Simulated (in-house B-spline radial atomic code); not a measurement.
LDA VWN5 excitations of Pd

Method: LDA VWN5. Computed with a B-spline radial code for spherical atoms: linear response of the closed shell [Kr] 4d10 with the functional's adiabatic kernel; scalar-relativistic (spin-free one-electron X2C), finite nucleus, no spin-orbit coupling, no double excitations, S, P, D and F terms only; shells from n = 2 respond. Only terms of natural parity with L up to 3 were computed.

Command:
```bash
python run_td.py task.json out
```
Settings (radii: box in bohr, nucleus in fm):
```
Z                        46
electrons                46
configuration            [Kr] 4d10
hamiltonian              x2c
method                   lda,vwn
box_radius               75
rms_radius               4.5318
intervals                77
```

Time taken, with all properties: 1.6 s on 1 thread of Intel(R) Xeon(R) 6975P-C (Granite Rapids) (shared host).

The lowest states, in the order of their Tamm-Dancoff energies; the method's threshold (minus the highest occupied level) is 4.311 eV. Labels give the largest channel, * marks a mixed state, and oscillator strengths are full-response dipole values. Semilocal kernels can invert the small singlet-triplet splittings of Rydberg terms. Energies in eV:

```tsv
state	full response	Tamm-Dancoff	oscillator strength
4d → 5s 3D	0.384	0.469	-
4d → 5s 1D	?	?	-
4d → 5p 3P	3.753	3.770	-
4d → 5p 3F	3.835	3.841	-
4d → 5p 1F	?	?	-
4d → 5p 1P	4.157	-	0.257
```

Question: Where does 4d → 5s 1D lie?

Answer: At 0.924 eV in full response, 0.982 eV in Tamm-Dancoff.

Question: Where does 4d → 5p 1F lie?

Answer: At 3.884 eV in full response, 3.887 eV in Tamm-Dancoff.

Question: How large is the singlet-triplet splitting of 4d → 5s (D terms) in Tamm-Dancoff?

Answer: 0.513 eV, from the unrounded values.

Question: What polarisabilities and dispersion coefficient does the method give?

Answer: Dipole 30.05 bohr³, quadrupole 605.8 bohr⁵, C6 218.8 hartree·bohr⁶ for two such species. Recommended dipole value: 26.14 ± 0.1 bohr³ (Schwerdtfeger and Nagle, table of static dipole polarizabilities (2023 update)), which includes relativity and correlation.
